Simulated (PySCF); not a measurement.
ScF2, SMILES [F][Sc+][F], charge +1. Atoms are numbered in the order given.

```xyz
3

Sc     0.0000     0.0000     0.4398
F      0.0000    -1.4755    -0.5131
F      0.0000     1.4755    -0.5131
```
Charge +1, spin multiplicity 1.

Geometry: PBE0-D3(BJ)/def2-TZVP. The spin state was assumed, not searched. The isomer is the one that the SMILES or the coordinates give; other isomers of the formula were not compared.

Level of theory: PBE0-D3(BJ)/def2-TZVP (PySCF).

Frequencies are harmonic and unscaled.

```json
[
 {"mode": "1", "ν (cm⁻¹)": "178", "IR (km/mol)": "32.6", "moving atoms (share of kinetic energy)": "F 76 %, Sc 24 %"},
 {"mode": "2", "ν (cm⁻¹)": "800", "IR (km/mol)": "77.0", "moving atoms (share of kinetic energy)": "F 78 %, Sc 22 %"},
 {"mode": "3", "ν (cm⁻¹)": "824", "IR (km/mol)": "326.2", "moving atoms (share of kinetic energy)": "F 63 %, Sc 37 %"}
]
```
